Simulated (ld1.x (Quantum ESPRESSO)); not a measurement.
## Pseudopotential generation for ruthenium (Ru): TM, LDA (PZ), scalar-relativistic.

```json
{
  "Element": "Ru (Z = 44)",
  "Generator": "ld1.x (Quantum ESPRESSO) 7.5",
  "Type": "norm-conserving Troullier–Martins (Kleinman–Bylander form)",
  "Functional": "LDA (PZ)",
  "Relativity": "scalar-relativistic",
  "Frozen core": "[Kr]",
  "Valence charge": "8",
  "Reference configuration": "4d8 5s0 5p0",
  "Partial waves": "5p (bound, empty): rc 2.95 bohr; 4d (bound): rc 1.45 bohr; 5s (bound, empty): rc 2.55 bohr",
  "Local potential": "the s channel",
  "Core correction": "Bessel-smoothed model core inside 0.75 bohr"
}
```

All-electron outer shells of the reference configuration (LDA (PZ), scalar-relativistic, ld1.x):

```tsv
shell	level (eV)	outermost node (bohr)	outermost maximum (bohr)
4s	-73.72	0.48	0.91
4p	-43.91	0.49	0.98
5s	-3.69	1.24	2.80
4d	-3.39	0.48	1.23
5p	-0.60	1.42	4.17
```

Calculated quality:

```
Cutoffs needed           : 55 Ry and 70 Ry (the cutoffs (Ry, on a coarse ladder) from which the occupation-weighted sum of valence levels, in a spherical-Bessel basis at the reference potential, stays within 10 and 1 mRy of its value at 400 Ry)
Ghost test               : no extra level below or beside the all-electron valence levels (p, d, s, f tested) (spherical-Bessel basis up to 400 Ry, 20 bohr box)
Largest excitation error : -1193 meV (all-electron minus pseudo) for 4d5 5s0 5p0, out of 7 test configurations
```

Generation and tests took about 1.9 s on one core of a shared server CPU.
